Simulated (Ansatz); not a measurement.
C$_{2}$H$_{6}$ClSi (`C[Si](C)Cl`) radical, relaxed with UKS PBE-D4/def2-SVP in Ansatz from a rough embedded geometry. The force threshold is 0.03 eV/Å; the program also tests the step.

Total charge 0; spin multiplicity 2.

Start:

```xyz
10

C     0.305   -0.201    1.463
Si   -0.797   -0.338    0.026
C     0.094   -0.043   -1.533
Cl   -2.246    1.112    0.217
H    -0.274   -0.436    2.436
H     1.117   -0.986    1.462
H     0.776    0.761    1.606
H     0.950   -0.721   -1.678
H     0.607    0.952   -1.571
H    -0.532   -0.102   -2.428
```

```csv
step,energy (eV),largest force (eV/Å),largest move (Å)
1,-22552.4618,2.445,0.000
2,-22552.6446,1.064,0.074
3 (rejected),-22552.5976,1.466,0.195
4,-22552.6911,0.087,0.060
5,-22552.6918,0.020,0.010
```

End:

```xyz
10

C     0.316   -0.237    1.535
Si   -0.814   -0.358    0.023
C     0.137   -0.029   -1.579
Cl   -2.307    1.120    0.207
H    -0.249   -0.402    2.473
H     1.124   -0.995    1.475
H     0.780    0.772    1.582
H     0.941   -0.782   -1.713
H     0.602    0.980   -1.540
H    -0.531   -0.069   -2.462
```

It took 10 s on 4 threads of a server CPU on a shared host, with 0.19 GiB of host memory at the peak.
